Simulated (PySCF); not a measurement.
# Hartree-Fock beside MP2: BGeH3N2

These are calculations, not measurements. They come from PySCF 2.14.0, an open-source quantum chemistry program, on an isolated molecule that a program drew, which may never have been made. The molecule is BGeH3N2 (charge 0, singlet), drawn as the SMILES string `B=[N][Ge][NH2]`.

The geometry was optimised and harmonic frequencies were computed with HF and MP2, all in the cc-pVDZ basis, for the commonest isotopes, with a restricted reference for singlets and an unrestricted one otherwise, and a frozen core in MP2. Germanium has the cc-pVDZ-PP basis, with a core potential (ECP10MDF) in place of its 10 inner electrons, and its 3s, 3p and 3d shells are frozen in MP2. Each result is a local minimum of its method.

Geometry at the HF minimum:
```xyz
7
BGeH3N2, angstrom
B     1.0431   -0.9431    3.8150
N     0.5910   -1.7503    2.9825
Ge   -0.1662   -3.1609    2.0551
N     0.0685   -2.4809    0.3924
H     1.4735   -0.1724    4.5882
H    -0.2228   -2.9650   -0.4355
H     0.4959   -1.5949    0.1934
```

Lengths of the bonds as drawn, in Å (atoms numbered as above):
```
  bond     HF    MP2
 B1-N2  1.245  1.275
N2-Ge3  1.850  1.888
Ge3-N4  1.812  1.828
 B1-H5  1.173  1.182
 N4-H6  1.002  1.018
 N4-H7  1.004  1.020
```

Rotational constants, in GHz:
```
constant,HF,MP2
A,12.21,11.68
B,3.363,3.278
C,2.636,2.56
```

Harmonic frequencies in cm^-1, each column in rising order, so a row needn't be the same motion in every method:
| rank | HF | MP2 |
|---|---|---|
| 1 | 129 | 112 |
| 2 | 143 | 128 |
| 3 | 309 | 279 |
| 4 | 391 | 382 |
| 5 | 534 | 493 |
| 6 | 547 | 556 |
| 7 | 722 | 697 |
| 8 | 800 | 698 |
| 9 | 817 | 716 |
| 10 | 829 | 731 |
| 11 | 1660 | ? |
| 12 | 1946 | 1784 |
| 13 | 2975 | 2891 |
| 14 | 3763 | 3567 |
| 15 | 3881 | 3703 |

**Estimate the missing MP2 frequency from the HF column.**

A single factor s that minimises the squared misfit of MP2 against s times HF over the other rows is sum(HF x MP2) / sum(HF^2) = 0.9494, with an rms misfit of 39 cm^-1. For rank 11 it gives 0.9494 x 1660 = 1576 cm^-1. The calculation gives 1526 cm^-1, 50 cm^-1 below the estimate. The drawn bonds are on average 1.6 % longer in MP2 than in HF.
